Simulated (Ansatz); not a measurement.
Frontier orbitals of `C[SiH2]CS`.

```xyz
12

C    -1.706   -0.095   -0.007
Si   -0.047   -0.059    0.845
C     1.283    0.646   -0.284
S     1.524   -0.377   -1.762
H    -1.643   -0.661   -0.939
H    -2.461   -0.560    0.631
H    -2.042    0.918   -0.244
H     0.378   -1.436    1.227
H    -0.116    0.764    2.088
H     0.963    1.622   -0.659
H     2.231    0.796    0.237
H     1.636   -1.559   -1.134
```

The species carries charge 0 and has multiplicity 1. The geometry is a stationary point of PBE0-D4/def2-TZVP. It is one conformer, not always the lowest. Basis def2-TZVPP, the Gaussian-basis code of Ansatz.

| functional | HOMO (eV) | LUMO (eV) |
| --- | --- | --- |
| HF | -9.57 | 3.27 |

Problem. Give HOMO and LUMO (eV) with LDA (SPW92), PBE, revPBE, BLYP, r2SCAN, B97M-V, PBE0, B3LYP, r2SCANh, r2SCAN0, HSE06 (plane-wave form), BHLYP, CAM-B3LYP, LC-ωPBE, ωB97X-V, ωB97M-V. (Best estimate.)

Solution. The calculation gave: 
```
             functional   HOMO   LUMO
            LDA (SPW92)  -5.63  -0.83
                    PBE  -5.52  -0.64
                 revPBE  -5.47  -0.55
                   BLYP  -5.37  -0.53
                 r2SCAN  -5.76  -0.29
                 B97M-V  -5.89  -0.44
                   PBE0  -6.74   0.28
                  B3LYP  -6.51   0.03
                r2SCANh  -6.22   0.04
                r2SCAN0  -6.90   0.50
HSE06 (plane-wave form)  -6.34  -0.10
                  BHLYP  -7.84   1.15
              CAM-B3LYP  -8.08   1.27
                LC-ωPBE  -9.48   2.49
                ωB97X-V  -9.12   2.31
                ωB97M-V  -8.97   2.00
```

B3LYP here is the variant with VWN-RPA as its local correlation; programs differ in this. LC-ωPBE has ω = 0.4 bohr⁻¹. Positive LUMOs are unbound and depend on the basis.
